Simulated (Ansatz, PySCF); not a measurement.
Molecule: KI (charge -1, doublet). 
Geometry from a B3LYP-D3(BJ)/def2-TZVP (Ansatz, a first-principles code) optimisation:
```xyz
2

K      0.0000     0.0000    -2.4401
I      0.0000     0.0000     0.8747
```
Charge -1, spin multiplicity 2.

Total electronic energies in hartree. Correlated levels leave the core frozen unless marked. Open shells are spin-unrestricted. Spin-orbit coupling is left out. Frozen are the shells of the preceding noble gas and the d and f shells that filled before the atom's block. The outer core of K, Ca and their heavier congeners is not correlated, a term that matters for these elements. In def2 rows, elements after Kr have scalar-relativistic effective core potentials. STO-3G rows are all-electron and non-relativistic. CBS(X,Y): correlation extrapolated as X^-3; Hartree-Fock from the larger set.

```tsv
level	program	energy (Eh)
HF/def2-QZVPP	Ansatz	-895.94328
HF-D3(BJ)/def2-TZVPD	PySCF + dftd3	-895.93989
TPSS/def2-TZVPD	PySCF	-897.64758
B3LYP-D4/def2-TZVPD	Ansatz + dftd4	?
PBE0-D3(BJ)/def2-TZVPD	Ansatz + dftd3	-897.58836
r2SCANh-D4/def2-TZVPD	Ansatz + dftd4	-897.81392
PW6B95-D4/def2-TZVPD	PySCF + dftd4	-898.35371
CAM-B3LYP-D3(BJ)/def2-TZVPD	Ansatz + dftd3	-897.77317
CAM-B3LYP-D4/def2-TZVPD	Ansatz + dftd4	-897.77269
CAM-B3LYP/def2-TZVPD	Ansatz	-897.77168
B2PLYP-D4/def2-TZVPD	Ansatz + dftd4	-897.26876
RPA@PBE/def2-TZVPP	Ansatz	-896.17306
RI-MP2/def2-TZVPP	Ansatz	-896.07167
CCSD/STO-3G	Ansatz	-7443.72857
CCSD(T)/CBS(def2-TZVPPD,def2-QZVPPD)	Ansatz	-896.1507
```

Question: Fill in the missing entries.

Answer: 
- B3LYP-D4/def2-TZVPD, energy (Eh): -897.85841
